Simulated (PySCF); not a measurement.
C3H6O2Si, SMILES O[Si](C)(C#C)O.

Geometry optimised at B3LYP-D3(BJ)/def2-SVP. The structure was generated by enumeration, and PubChem lists no compound with its InChIKey, so it may never have been made. The values are those of a single conformer.

Vertical ionisation energy (IE) and electron affinity (EA) in eV. Rows of orbital energies are one-electron estimates. Where ΔSCF, EOM or ADC give a negative EA the extra electron is unbound and the value depends on the basis.

| level | IE | EA |
|---|---|---|
| −ε(HOMO), −ε(LUMO), r2SCAN/def2-TZVP (PySCF) | 7.20 | 0.73 |
| −ε(HOMO), −ε(LUMO), PBE/def2-TZVP (PySCF) | 6.92 | 1.00 |
